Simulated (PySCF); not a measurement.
Results of a calculation; reference values are marked as such.
# Si3H6O2F

The system: Si3H6O2F, a small molecule (built as: Si site whose three back bonds go to OSiH3, OSiH3, F); neutral, doublet. The structure, one conformer, was relaxed in the gas phase by PBE0-D3(BJ)/def2-SVP. No frequency run checks that it is a minimum.

SMILES: F[Si](O[SiH3])O[SiH3]

```
atom   x (Å)   y (Å)   z (Å)
 Si1  -0.323  -1.664  -0.851
  O2  -0.324  -1.458   0.776
 Si3  -0.462  -0.454   2.097
  O4   0.418  -0.411  -1.604
 Si5   0.912   1.179  -1.626
  F6  -1.868  -1.694  -1.346
  H7  -0.314  -1.278   3.328
  H8  -1.791   0.222   2.091
  H9   0.614   0.581   2.051
 H10   2.354   1.254  -1.256
 H11   0.110   1.971  -0.645
 H12   0.713   1.725  -2.996
```

EPR values by unrestricted B3LYP, IGLO-III on F O Si, pcH-1 on H.

(1) Predict g and the largest hyperfine couplings. Where does the spin sit?

(2) How do the isotropic couplings move with BHandHLYP?

Answers

(1) g = 2.0004, 2.0005, 2.0019. The spin sits on Si1 (89 %, bonded to 1 F + 2 O) by Mulliken populations.
```
atom  isotope  isotropic (MHz)  dipolar, principal values (MHz)
 Si1     29Si          -1370.3               -112.9, 56.2, 56.7
  F6      19F            371.7            -134.9, -129.1, 264.0
  O2      17O           -113.1                  -15.6, 7.3, 8.3
  O4      17O           -110.6                  -16.6, 7.9, 8.8
 Si3     29Si            -20.9                   -6.9, 3.4, 3.5
 Si5     29Si            -18.3                   -6.5, 3.1, 3.3
```

(2) Si1 -1370.3 to -1390.8 MHz, F6 371.7 to 393.4 MHz, O2 -113.1 to -110.2 MHz, O4 -110.6 to -107.9 MHz.

The 2 runs behind this took 3.6 min in all, one thread each of Arm Neoverse V1 on a shared host, launched as `OMP_NUM_THREADS=1 python cluster_run.py task.json out`.
